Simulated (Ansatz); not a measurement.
Ansatz results at the PBE0-D4/def2-TZVP geometry: HOMO–LUMO gap (B3LYP/def2-TZVPP) 7.44 eV; size of the dipole moment (PBE/def2-TZVPP) 1.19 D; LUMO energy (PBE0/def2-TZVPP) 0.14 eV.

Each molecule was computed in one conformer, which needn't be the lowest.

Problem. Which molecule gave them?
A. `O[Si@H](F)C[Si@H](O)F`
B. `C=C[SiH](F)S[SiH2]Cl`
C. `N[SiH](O)[SiH3]`
D. `O[SiH2]N[SiH3]`

Solution. D. The others give `N[SiH](O)[SiH3]`: 7.06, 2.56, 0.09; `C=C[SiH](F)S[SiH2]Cl`: 6.47, 1.15, -1.11; `O[Si@H](F)C[Si@H](O)F`: 8.52, 1.85, 0.21.

B3LYP here is the variant with VWN-RPA as its local correlation; programs differ in this.
